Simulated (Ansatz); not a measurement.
NbO3, SMILES [O]1[O][Nb]1=[O] (connectivity only; charge and spin as stated), neutral, multiplicity 2.

Geometry: PBE0-D3(BJ)/def2-TZVP. The spin state was assumed, not searched. The def2 effective core potentials stand for the cores of Nb; spin–orbit coupling is left out.

Two levels are set side by side: PBE/def2-SVPD (Ansatz, a quantum-chemistry and plane-wave program) and CAM-B3LYP/def2-SVPD (Ansatz). Energy differences of separate SCF runs at the same geometry; the states with an electron removed or added have multiplicity 1 and 3. Differences are taken from unrounded values.

```
quantity                          PBE
-------------------------------  ----
vertical ionisation energy (eV)  7.99
vertical electron affinity (eV)  1.76
```

Q: These are the PBE values. What does CAM-B3LYP give? (An estimate is asked for; the answer gives what the named calculation found.)

A: 
```
quantity                         CAM-B3LYP  PBE minus CAM-B3LYP
-------------------------------  ---------  -------------------
vertical ionisation energy (eV)       8.62                -0.63
vertical electron affinity (eV)       1.95                -0.19
```
